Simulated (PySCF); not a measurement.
CH₇NSi₃, SMILES [SiH3][Si@H]1N=C[SiH2]1.

Geometry optimised at r2SCAN-D4/def2-SVP. The structure was generated by enumeration; whether it is a known compound was not checked.

All values below come from r2SCAN-D4/def2-SVP run with PySCF.

Frequencies are harmonic and unscaled.

```csv
mode,ν (cm⁻¹),IR (km/mol),Raman (Å⁴/amu),depolarisation,moving atoms (share of kinetic energy)
1,73,0.1,4.2,0.64,"Si 52 %, C 24 %, H 21 %"
2,96,0.4,1.2,0.65,"H 55 %, Si 36 %"
3,106,0.1,0.7,0.69,"H 68 %, Si 22 %"
4,207,15.8,0.9,0.47,"H 43 %, N 42 %, Si 10 %"
5,352,3.6,26.5,0.21,"Si 74 %, H 19 %"
6,407,15.9,1.4,0.71,"H 77 %, Si 14 %"
7,424,5.2,19.3,0.54,"Si 61 %, H 20 %, C 10 %, N 9 %"
8,466,8.7,8.1,0.33,"Si 53 %, H 24 %, N 15 %"
9,501,11.9,12.4,0.73,"H 77 %, Si 22 %"
10,541,9.8,7.3,0.61,"H 54 %, Si 36 %"
11,575,7.9,17.4,0.68,H 88 %
12,615,27.1,12.1,0.33,"H 72 %, C 17 %, Si 10 %"
13,667,26.1,11.0,0.28,"H 49 %, Si 23 %, N 22 %"
14,699,95.5,8.2,0.68,"H 53 %, N 27 %, Si 10 %, C 9 %"
15,752,50.0,4.4,0.73,"H 55 %, N 18 %, Si 14 %, C 13 %"
16,770,119.5,3.2,0.38,"H 55 %, Si 23 %, C 18 %"
17,853,235.2,6.6,0.75,"H 87 %, Si 10 %"
18,900,19.5,1.1,0.74,"H 75 %, C 22 %"
19,928,89.4,24.9,0.75,H 93 %
20,929,17.9,21.3,0.73,H 96 %
21,932,42.2,22.5,0.74,H 97 %
22,1289,10.1,7.3,0.55,"H 81 %, C 12 %"
23,1576,42.6,6.4,0.31,"C 53 %, N 46 %"
24,2185,122.7,206.4,0.16,H 98 %
25,2196,18.6,189.0,0.66,H 96 %
26,2203,142.5,129.1,0.48,H 96 %
27,2210,57.4,355.6,0.00,H 99 %
28,2221,82.4,130.9,0.67,H 96 %
29,2225,100.0,113.9,0.62,H 96 %
30,3001,71.0,358.1,0.35,"H 92 %, C 8 %"
```
